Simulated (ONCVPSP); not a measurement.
**Cd (Z = 48), ONCV: configuration errors across variants**

ONCVPSP 4.0.1 input, shortened (lines: element, Z, core and valence counts, functional; n l f; lmax; l rc ep ncon nbas qcut; lloc lpopt rc5 dvloc0; l nproj debl; icmod fcfact rcfact), PBE, scalar-relativistic:

```
  Cd 48.00    6    4        4      upf
    1    0    2.00
    2    0    2.00
    2    1    6.00
    3    0    2.00
    3    1    6.00
    3    2   10.00
    4    0    2.00
    4    1    6.00
    4    2   10.00
    5    0    1.50
    3
    0    1.45    0.00    5    9    6.40
    1    1.30    0.00    4    7    8.50
    2    1.30    0.00    3    8   13.20
    3    1.95    0.42    4    9    4.90
    2    5    1.30    0.00
    0    3    1.70
    1    2    3.80
    2    0    0.80
    3    2    3.60
    3    4.00    1.70
```

All-electron excitation energies from the reference (eV): (1) 4s2 4p6 4d10 5s2 -3.711; (2) 4s2 4p6 4d10 5s1 5.562; (3) 4s2 4p6 4d10 5s0 22.688; (4) 4s2 4p6 4d10 5s0 5p1 11.341.

1 further variants failed, have other tests or another functional or relativity, and are left out.

A true bound ghost makes a file unfit for plane-wave use even where its test errors are small: the radial tests pick states by their node count and pass the ghost by.

Errors AE − PS in meV (a dash: test not solved or not reliable):

| change | (1) | (2) | (3) | (4) | bound ghosts | GHOST(+) flags above zero |
| --- | --- | --- | --- | --- | --- | --- |
| base | +0.5 | -1.2 | -7.3 | -3.9 | s | s |
| all radii but the core radius scaled by about 1.19 (s 1.72, p 1.54, d 1.54, f 2.32 bohr) | +0.5 | -1.3 | -9.2 | -5.6 | none | s |
| d: nbas 7 | +0.5 | -1.2 | -7.4 | -3.9 | s | s |
| d: qcut 12.3 | +0.5 | -1.2 | -7.3 | -3.9 | s | s |
| f: rc 2.44 | +0.5 | -1.2 | -7.3 | -3.9 | s | s, f |

(1) Give the same row for: core correction Teter function, fcfact 3.75, rcfact 1.6.

Answers

(1) +0.5, -1.1, -6.9, -3.6; bound ghosts: s; GHOST(+) flags above zero: s.
